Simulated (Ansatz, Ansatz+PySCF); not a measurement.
```yaml
atoms:
  - { symbol: O, position_ang: [1.0578, 0.0000, 0.0000] }
  - { symbol: C, position_ang: [0.3245, 0.9996, 0.0000] }
  - { symbol: C, position_ang: [-0.8817, 0.6581, 0.0000] }
  - { symbol: C, position_ang: [-0.8817, -0.6581, 0.0000] }
  - { symbol: C, position_ang: [0.3245, -0.9996, 0.0000] }
  - { symbol: H, position_ang: [0.7864, 1.8866, 0.0000] }
  - { symbol: H, position_ang: [-1.6747, 1.2687, 0.0000] }
  - { symbol: H, position_ang: [-1.6747, -1.2687, 0.0000] }
  - { symbol: H, position_ang: [0.7864, -1.8866, 0.0000] }
```

Basis set: def2-SVP (spherical functions). Correlated methods keep 5 orbitals frozen. Charge 0, multiplicity 1.

Computed with Ansatz (development build ahead of 0.2.0); each method stands on the lowest determinant of its kind that the runs found. Restricted open shells among the atoms or ions are ROHF, correlated in semicanonical orbitals with singles.

The atomization energy at this shape (free ground-state atoms in the same class of orbitals less the molecule, no zero-point energy) of singlet C₄H₄O:

```csv
method,atomization energy
RHF-MP2,913.48 kcal/mol
UHF-MP2,912.67 kcal/mol
RHF,686.24 kcal/mol
UHF,672.88 kcal/mol
```

Problem. What does RHF-CCSD(T) give?

Solution. 884.75 kcal/mol. Caution: the shape is not the minimum.
